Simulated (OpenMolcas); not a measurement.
**F3+: effect of correlating more closed shells**

```
Program             : OpenMolcas
Basis               : ANO-RCC-VTZP [4s3p2d1f]
Scalar Hamiltonian  : DKH2, point nucleus
Active space        : 4 electrons in 4 orbitals (2s 2p)
State averaging     : 2S+1 = 3 even, 3 roots; 2S+1 = 1 even, 6 roots; 2S+1 = 5 odd, 1 root; 2S+1 = 3 odd, 9 roots; 2S+1 = 1 odd, 8 roots
Spin-orbit coupling : state interaction with AMFI integrals over the reference wave functions, term energies averaged over their components
```

Methods on the same reference wave functions:
A. CASSCF
B. SS-CASPT2, IPEA 0.25 Eh, imaginary shift 0.1 Eh (closed shells correlated: none)
C. SS-CASPT2, IPEA 0.25 Eh, imaginary shift 0.1 Eh (closed shells correlated: 1s)

Energies in cm-1 above 2s2 2p2 3P0, the measured ground level; measured values from Moore, Atomic Energy Levels, vol. I, NSRDS-NBS 35 (1971 reprint of NBS Circular 467, 1949).

| Level | A | B | C | Measured |
| --- | --- | --- | --- | --- |
| 2s2 2p2 3P0 | 0.0 | 0.0 | 0.0 | 0.0 |
| 2s2 2p2 3P1 | 224 | 224 | 224 | 225 |
| 2s2 2p2 3P2 | 653 | 653 | 653 | 613 |
| 2s2 2p2 1D2 | 27753 | 25700 | 25730 | 25241 |
| 2s2 2p2 1S0 | 50882 | 53660 | 53810 | 53544 |
| 2s 2p3 5S* 2 | 63536 | 72440 | 72230 |  |
| 2s 2p3 3D* 2 | 151437 | 147520 | 147210 | 147889 |
| 2s 2p3 3D* 1 | 151438 | 147520 | 147210 | 147902 |
| 2s 2p3 3D* 3 | 151442 | 147530 | 147220 | 147842 |
| 2s 2p3 3P* 0 | 178316 | 176090 | 175810 |  |
| 2s 2p3 3P* 1 | 178318 | 176090 | 175810 | 175242 |
| 2s 2p3 3P* 2 | 178321 | 176100 | 175810 | 175237 |
| 2s 2p3 1D* 2 | 244191 | 231610 | 231000 |  |
| 2s 2p3 3S* 1 | 251194 | 241340 | 240370 |  |
| 2s 2p3 1P* 1 | 270912 | 259940 | 259360 | 257390 |

Deviations, from unrounded energies. A percentage is the sum of absolute deviations over the sum of measured energies, with the sign that they share, or ± where signs differ.

```csv
Against measurement,Levels,A,B,C
mean absolute deviation (cm-1),10,3600,590,590
fine structure of the ground term (%),2,±4.9,±4.9,±4.9
other terms of the ground configuration (%),2,±6.6,+0.7,+1.0
other configurations (%),6,+2.9,±0.5,±0.5
```

B, C lie about equally close to measurement and A furthest from it. The largest miss of C in the table is 2s 2p3 1P* 1, by +2000 cm-1. The ranking rests on the paired levels alone, and a cruder setting can come out closer through cancelling errors.

Between B and C the level of the table that moves most is 2s 2p3 3S* 1, by 970 cm-1 (lowest in C, highest in B). Moves below CASPT2's spread within the term are not significant.

The two smallest mean deviations differ by little beside CASPT2's spread within terms, so their order carries little weight.

From A to B the spin-free energies of the other terms of 2s2 2p2 shown, above 3P, scale by factors of 0.92 to 1.06.

The lowest spin-free term lies below A's lowest term by 0.069 hartree in B, 0.073 hartree in C.

What an inner shell adds also hangs on whether the basis holds functions to correlate it.

CASPT2 breaks the degeneracy within a term, and the mean is taken; among the terms shown or strongly mixed into the levels shown the widest spread is 75 cm-1 (2s 2p3 1D*, C). Computed and measured levels are paired by configuration, term and J; levels that our copy of the source lacks, or whose pairing is in doubt (as where it misses far off the trend of its configuration), stay unpaired and out of the deviations. Only configurations of the active space appear.

* marks odd parity.
